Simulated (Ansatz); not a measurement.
Compare A (`BSC(F)[SiH3]`) with its isomer B (`C[SiH2]B(F)S`).

Isolated molecules relaxed with PBE0-D4/def2-TZVP in Ansatz; ΔE leaves out vibrations. CCSD(T)/CBS is the MP2 limit (def2-TZVPP, def2-QZVPP) plus CCSD(T) − MP2 in def2-TZVPP, frozen cores. DFT in def2-TZVPP. B3LYP here is the variant with VWN-RPA as its local correlation; programs differ in this. Each species was taken in one conformer, which may not be the lowest.

**Question.** Which is lower in electronic energy at CCSD(T)/CBS, and by how much? (Estimate.)

**Answer.** Ansatz gave: B, by 62.8 kcal/mol.

**Question.** Give E(B) − E(A) in kcal/mol with CCSD/def2-TZVPP, PBE-D4, B3LYP, CCSD(T)/def2-SVP, HF/def2-TZVPP, PBE0-D4, B3LYP-D4. (Estimate.)

**Answer.** Ansatz gave: CCSD/def2-TZVPP -63.6, PBE-D4 -61.8, B3LYP -61.6, CCSD(T)/def2-SVP -64.9, HF/def2-TZVPP -62.1, PBE0-D4 -63.3, B3LYP-D4 -61.5. None reverses the order clearly.

**Question.** Does the order hold for the free energy at 298.15 K (harmonic terms from PBE0-D4)? (Best estimate.)

**Answer.** Computed: Yes: G(B) − G(A) = -61.0 kcal/mol, for one conformer each. Modes under 60 cm⁻¹, often nearly free rotors, make the harmonic entropy too high.

Largest T1 diagnostic: 0.014.

From PBE to PBE0 (25 % exact exchange), in def2-TZVPP and without D4, E(B) − E(A) moves by −1.4 kcal/mol. Leaving LDA and LC-ωPBE aside and taking each functional with its dispersion term where it has one, the values, not all of them listed here, spread over 5.5 kcal/mol, from B97M-V to BLYP-D4. LDA lies −1.1 kcal/mol from PBE without D4.
